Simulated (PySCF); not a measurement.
## Badger's rule along the second period: bonds to S

CCSD(T) in PySCF with def2-SVPD on every atom, for the lowest determinant that a PBE0 search found; no spin–orbit coupling. Badger's rule says that Re = d + c·k^(−1/3) for bonds between atoms of fixed rows.

| molecule | state (unpaired electrons) | Re (Å) | k (mdyn/Å) |
| --- | --- | --- | --- |
| SN | doublet (π ↑) | 1.524 | 8.05 |
| CS | singlet (closed shell) | 1.554 | ? |
| BS | doublet (σ ↑) | 1.632 | ? |
| SF | doublet (π ↑) | 1.652 | ? |
| BeS | singlet (closed shell) | 1.791 | 3.52 |

Problem. Fix c and d from SN and BeS.

Solution. c = (1.791 − 1.524)/(3.52^(−1/3) − 8.05^(−1/3)) = 1.685, d = 1.524 − c·8.05^(−1/3) = 0.683 Å.

Problem. Predict k of the others and set the computed values beside them.

Solution. 

```tsv
molecule	k by the rule	k computed	difference (%)
CS	7.25	8.35	-13
BS	5.60	6.69	-16
SF	5.26	4.44	19
```

The rule misses by 16 % on average; it knows nothing of spin state or of how ionic a bond is, and both change along this series.

Correlated steps freeze the inner cores (5 to 6 orbitals); shallow outer-core shells are correlated. UHF and ROHF references stand side by side, which adds small steps between rows. The CCSD T1 diagnostic is raised in BeS, CS, a sign that a single reference may not be enough there. States were picked by a PBE0 search and need not be the measured ground states.
